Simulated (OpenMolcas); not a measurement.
Tm3+ among 8 point charges of -1.5 e arranged as a cube (Oh).

| Item | Value |
| --- | --- |
| Program | OpenMolcas |
| Method | CASSCF |
| Basis | ANO-RCC-VDZP [7s6p4d2f1g] |
| Scalar Hamiltonian | DKH2, point nucleus |
| Active space | 12 electrons in 7 orbitals (4f) |
| State averaging | 2S+1 = 3 even, 21 roots; 2S+1 = 1 even, 27 roots kept (CI in the orbitals of an earlier block) |
| Spin-orbit coupling | state interaction with AMFI integrals over the reference wave functions |

All point charges move together. At R = 2.72 Å the width of the lowest J multiplet is 125 cm-1, and at R = 3.02 Å it is 74 cm-1.

A third run gives 164 cm-1. What distance was it run at?

With a power law R^-n the two known points give n = -ln(74 / 125) / ln(3.02 / 2.72) = 5.01. Then R = 2.72 × (125 / 164)^(1/5.01) = 2.576 Å. The run was at 2.58 Å, so the estimate is off by -0.004 Å.

This is an electrostatic model: the charges have no orbitals. No measured value stands beside these numbers.
